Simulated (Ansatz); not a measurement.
Saddle point of TiNH5OF4, closed shell (TiF₄ ([F][Ti]([F])([F])[F]) + H₂O + NH₃ → TiNH₂F₃ ([NH2][Ti]([F])([F])[F]) + H₂O + HF (still joined by a long Ti–F bond); bonds formed: F2–H8, H6–O9; dative contacts that become bonds: Ti1–N7; bonds broken: H6–N7, H8–O9; bonds weakened to dative contacts: Ti1–F2), PBE0-D4/def2-TZVP structure:

Ti1  (-1.166, -0.646, 0.091)
F2  (0.713, -1.271, 0.722)
F3  (-0.721, -1.390, -1.448)
F4  (-1.785, -1.581, 1.437)
F5  (-2.658, 0.128, -0.441)
H6  (1.143, 0.838, -0.333)
N7  (-0.280, 1.112, 0.337)
H8  (1.476, -0.661, 0.146)
O9  (2.001, 0.250, -0.455)
H10  (-0.857, 1.894, 0.046)
H11  (0.033, 1.296, 1.286)
H12  (2.099, 0.030, -1.388)
(Å)

Energies are electronic, without zero-point energy. Barriers and step energies count from the start structure reached by relaxing down the imaginary mode; all methods use the PBE0-D4 structures, on which another method's saddle can fall below an end. Computed with Ansatz 0.2.0 (basis: def2-TZVPP, with def2-QZVPP for the basis limit); correlated methods freeze the cores. B3LYP uses VWN-RPA correlation. Extrapolation: Hartree–Fock as exp(−7.88 √X), correlation as X^−2.97.

| method | barrier (kcal/mol) | step energy (kcal/mol) |
| --- | --- | --- |
| SPW92 | 15.12 | 18.57 |
| PBE-D4 | 22.47 | 22.83 |
| BLYP-D4 | 24.85 | 24.15 |
| r2SCAN-D4 | 23.76 | 23.74 |
| B97M-V | 28.91 | 26.63 |
| PBE0-D4 | ? | 23.62 |
| B3LYP-D4 | 26.01 | 24.59 |
| r2SCAN0-D4 | ? | 23.96 |
| BHLYP-D4 | 28.70 | 26.08 |
| CAM-B3LYP-D4 | 25.89 | 24.75 |
| wB97X-V | 26.84 | 25.18 |
| wB97M-V | 26.30 | 24.19 |
| B2PLYP | 26.72 | 24.85 |
| PBE-QIDH | 25.66 | 24.16 |
| RPA on PBE | ? | 23.78 |
| HF | 37.13 | 31.31 |
| MP2 | 24.89 | 22.91 |
| CCSD | 28.00 | 25.14 |
| CCSD(T) | 26.31 | 24.02 |

Q: Fill in the withheld barriers. (To be estimated.)

A: The calculation gives: RPA on PBE 26.12; r2SCAN0-D4 24.88; PBE0-D4 24.34 kcal/mol. Each is the energy of the saddle less that of the start structure, by the same method.

For comparison, the barrier by CCSD(T) at an estimated basis limit (MP2 extrapolated from triple and quadruple zeta, plus CCSD(T) − MP2 in triple zeta) is 26.87 kcal/mol.

T1 diagnostic: at most 0.021. The start structure is not quite a true minimum (one mode of 27i cm⁻¹).

The step is the kind of exchange with an N–H group that builds nitride films in atomic layer and chemical vapour deposition.

Labels in which every atom is bracketed show which atoms are joined, not bond orders.

For scale, one of the runs: CCSD(T)/def2-TZVPP, 320 basis functions, launched by `ansatz run in.yaml --threads 4 --pin off --events-out ev --progress --plain --max-ram 66560MiB --backend cuda --devices 0, --max-vram 37GiB`. Hardware: 4 CPU threads of an AMD EPYC 7R13 and a share of one NVIDIA H100, shared host. Wall time 31 s; peak host memory 0.84 GiB.
